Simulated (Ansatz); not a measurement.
Isolated molecules relaxed with PBE0-D4/def2-TZVP in Ansatz; ΔE leaves out vibrations. CCSD(T)/CBS adds triple-zeta CCSD(T) − MP2 to the extrapolated MP2 energy (def2 sets, frozen cores). DFT in def2-TZVPP. B3LYP here is the variant with VWN-RPA as its local correlation; programs differ in this. For Ge outer-core shells are correlated without core-valence functions, which leaves a few kJ/mol of doubt a bond. Scalar relativity is left out up to krypton. Each species was taken in one conformer, which may not be the lowest.

Consider the formal exchange of groups at a C–C bond: `C=CC[SiH](F)Cl` + `[SiH3][GeH3]` → `C=[CH][GeH2][SiH3]` + `C[SiH](F)Cl`.

```json
{"species": "`C=CC[SiH](F)Cl`", "B3LYP-D4 energy (Eh)": "-967.74481"}
{"species": "`[SiH3][GeH3]`", "B3LYP-D4 energy (Eh)": "-2370.18308"}
{"species": "`C=[CH][GeH2][SiH3]`", "B3LYP-D4 energy (Eh)": "-2447.61773"}
{"species": "`C[SiH](F)Cl`", "B3LYP-D4 energy (Eh)": "-890.31738"}
```

**Question.** Work out ΔE.

**Answer.** ΔE = (-2447.61773) + (-890.31738) − (-967.74481) − (-2370.18308) = -0.00722 Eh = -4.5 kcal/mol. CCSD(T)/CBS gives -5.7 kcal/mol.

Largest T1 diagnostic among the species: 0.012.
